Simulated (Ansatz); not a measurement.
`CB(O)Br` + `CCB(N)S` → `CCB(O)Br` + `CB(N)S`  (redistribution)

Isolated molecules relaxed with PBE0-D4/def2-TZVP in Ansatz; ΔE leaves out vibrations. CCSD(T)/CBS adds triple-zeta CCSD(T) − MP2 to the extrapolated MP2 energy (def2 sets, frozen cores). Functionals use def2-TZVPP. HSE06 is defined as in plane-wave codes. For Br outer-core shells are correlated without core-valence functions, which leaves a few kJ/mol of doubt a bond. Scalar relativity is left out up to krypton. Each species was taken in one conformer, which may not be the lowest.

`CB(O)Br`:

Z-matrix (Å, degrees):
```
C
B 1 1.554
H 1 1.091 2 111.8
H 1 1.094 2 110.5 3 121.4
H 1 1.094 2 110.5 3 -121.5
O 2 1.344 1 122.1 3 -0.2
Br 2 1.955 1 119.9 3 179.8
H 6 0.962 2 113.9 1 -180.0
```

`CCB(N)S`:

Cartesian coordinates in Å:
```
C -1.276 -0.827 0.634
C -0.748 0.281 -0.267
B 0.821 0.433 -0.325
N 1.670 -0.402 0.404
S 1.607 1.723 -1.360
H -2.367 -0.873 0.624
H -0.910 -1.809 0.318
H -0.970 -0.678 1.674
H -1.172 1.245 0.041
H -1.112 0.133 -1.291
H 1.315 -1.134 0.995
H 2.672 -0.338 0.394
H 0.470 2.245 -1.841
```

`CCB(O)Br`:

Cartesian coordinates in Å:
```
C 0.857 0.922 0.736
C -0.277 0.451 -0.168
B -0.505 -1.097 -0.265
O -0.878 -1.746 -1.385
Br -0.318 -2.222 1.300
H 0.914 2.012 0.764
H 0.716 0.564 1.757
H 1.823 0.546 0.390
H -0.150 0.862 -1.178
H -1.226 0.870 0.196
H -0.956 -1.163 -2.146
```

`CB(N)S`:

```xyz
10

C     0.386    1.337    0.152
B    -0.221   -0.104   -0.014
N     0.594   -1.232   -0.137
S    -2.045   -0.233   -0.036
H     0.049    2.000   -0.650
H     1.479    1.335    0.147
H     0.056    1.795    1.089
H     0.255   -2.172   -0.243
H     1.597   -1.162   -0.125
H    -2.150   -1.564   -0.185
```

**Question.** Is it downhill or uphill in electronic energy at CCSD(T)/CBS, and by how much? (Best estimate.)

**Answer.** Computed: Uphill: ΔE = +0.12 eV.

**Question.** What do these levels give: revPBE-D4, r2SCANh-D4, HSE06, CCSD(T)/def2-SVP, MP2/def2-TZVPP, CCSD(T)/def2-TZVPP? (Best estimate.)

**Answer.** Ansatz gave: revPBE-D4 0.14, r2SCANh-D4 0.15, HSE06 0.14, CCSD(T)/def2-SVP 0.12, MP2/def2-TZVPP 0.13, CCSD(T)/def2-TZVPP 0.13 eV.

Largest T1 diagnostic among the species: 0.011.

Leaving LDA and LC-ωPBE aside and taking each functional with its dispersion term where it has one, the values, not all of them listed here, spread over 0.02 eV, from BHLYP-D4 to r2SCAN-D4.
